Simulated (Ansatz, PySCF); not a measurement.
C2H8BiN, SMILES C[N](C)[BiH2].

The structure is a stationary point at B3LYP-D3(BJ)/def2-SVP. The structure was generated by enumeration; whether it is a known compound was not checked. The def2 effective core potentials stand for the cores of Bi; spin–orbit coupling is left out.

Vertical ionisation energy (IE) and electron affinity (EA) in eV. Rows of orbital energies are one-electron estimates. Where ΔSCF, EOM or ADC give a negative EA the extra electron is unbound and the value depends on the basis.

| level | IE | EA |
|---|---|---|
| −ε(HOMO), −ε(LUMO), M06-2X/def2-TZVP (PySCF) | 7.22 | 0.07 |
| −ε(HOMO), −ε(LUMO), PBE/def2-TZVP (PySCF) | 4.76 | 1.62 |
| ΔSCF, CAM-B3LYP/def2-SVPD (Ansatz), final states of multiplicity 2 and 2 | 7.83 | -0.74 |
| ΔSCF, PBE/def2-SVPD (Ansatz), final states of multiplicity 2 and 2 | 7.76 | -0.66 |

Question: What vertical singlet–triplet gap does ΔSCF give with CAM-B3LYP/def2-SVPD (Ansatz, an electronic-structure program) and with PBE/def2-SVPD (Ansatz)? (The exact figures need the calculation; the answer reports its results.)

Answer: 3.50 and 3.45 eV (triplet above singlet where positive).
